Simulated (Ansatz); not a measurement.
A made-up structure of H2TeS2, closed shell:

```tsv
atom	x (Å)	y (Å)	z (Å)
S1	-1.4928	-0.9099	0.1935
S2	-0.5960	0.9289	0.1195
Te3	1.7165	0.6222	-0.3901
H4	-1.8226	-1.0223	-1.1075
H5	-0.8708	2.2219	0.4391
```

It is relaxed with PBE-D4/def2-SVP and then PBE0-D4/def2-TZVP (Ansatz 0.2.0). Atoms count as bonded within 1.22 times the sum of their covalent radii (H–H: 0.88 Å). The end point is not checked to be a true minimum.

Problem. Does its bonding change? (Judge from chemistry; the calculation decides.)

Solution. By the calculation: No: no bond forms or breaks.

Where it ends: The first stage lowers the energy by 1.64 eV in 14 steps. It ends as H₂TeS₂ ([SH][SH][Te]):
```xyz
5
angstrom
S -1.5864 -0.6952 0.2775
S -0.4696 0.9791 -0.4476
Te 1.8554 0.8381 -0.2054
H -1.9936 -1.0264 -0.9587
H -0.8714 1.7451 0.5888
```

Labels in which every atom is bracketed show which atoms are joined, not bond orders.

For scale, one of the runs: PBE0-D4/def2-TZVP relaxation, 136 basis functions, launched by `ansatz run in.yaml --threads 2 --pin off --events-out ev --progress --plain --max-ram 4352MiB`. Hardware: 2 CPU threads of an Arm Neoverse V2, shared host. Wall time about 39 s.
